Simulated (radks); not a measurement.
Results of a calculation; reference values are marked as such.
Fe, 26 electrons, occupied as [Ar] 3d6 4s2.

Code: a radial shooting solver on a logarithmic mesh with Libxc functionals. Model: scalar-relativistic Kohn-Sham, PBEsol, spin-polarised, spherical densities, point nucleus; open shells are filled with parallel spins first; hard spherical wall at 3 bohr.

Energy parts (eV):
part                      energy
total                 -34558.564
kinetic                35141.947
electron-nucleus      -83198.035
Hartree                14998.215
exchange-correlation   -1500.690

Orbitals (lengths in bohr, moments of r in powers of bohr; <r^-3> diverges for s and p1/2; r(max) is where P^2 peaks):
| orbital | occ. | eigenvalue (eV) | <r^-3> | r(max) | <1/r> |
|---|---|---|---|---|---|
| 1s up | 1 | -6975.468 | - | 0.03829 | 25.96 |
| 1s down | 1 | -6975.468 | - | 0.03829 | 25.96 |
| 2s up | 1 | -803.9800 | - | 0.2227 | 5.548 |
| 2s down | 1 | -802.0907 | - | 0.2225 | 5.557 |
| 2p up | 3 | -682.8614 | 479.3 | 0.1799 | 5.446 |
| 2p down | 3 | -681.4252 | 480.8 | 0.1798 | 5.454 |
| 3s up | 1 | -81.8711 | - | 0.7028 | 1.735 |
| 3s down | 1 | -77.6721 | - | 0.7036 | 1.727 |
| 3p up | 3 | -48.2344 | 58.68 | 0.7163 | 1.589 |
| 3p down | 3 | -44.1389 | 57.70 | 0.7178 | 1.577 |
| 3d up | 5 | 4.0989 | 5.032 | 0.7192 | 1.242 |
| 3d down | 1 | 7.8417 | 4.814 | 0.7294 | 1.214 |
| 4s up | 1 | 15.5532 | - | 1.882 | 0.7477 |
| 4s down | 1 | 17.3355 | - | 1.899 | 0.7414 |
| 4p up | 0 | 26.5513 | 17.55 | 1.968 | 0.7572 |
| 4p down | 0 | 28.2789 | 17.39 | 1.983 | 0.7544 |
| 4d up | 0 | 47.1233 | 3.416 | 2.098 | 0.8582 |
| 4d down | 0 | 49.1518 | 3.540 | 2.112 | 0.8736 |
| 5s up | 0 | 94.8942 | - | 2.423 | 0.9044 |
| 5s down | 0 | 97.0358 | - | 2.428 | 0.9058 |

The highest occupied level is 4s down at 17.336 eV. The density falls to 0.001 e/bohr^3 at r = 2.84 bohr. Summed over all electrons, <r^2> = 22.69 bohr^2, which gives a Langevin (diamagnetic) susceptibility term of -18 x 10^-6 cm^3/mol. Spin moment in Bohr magnetons: 4.
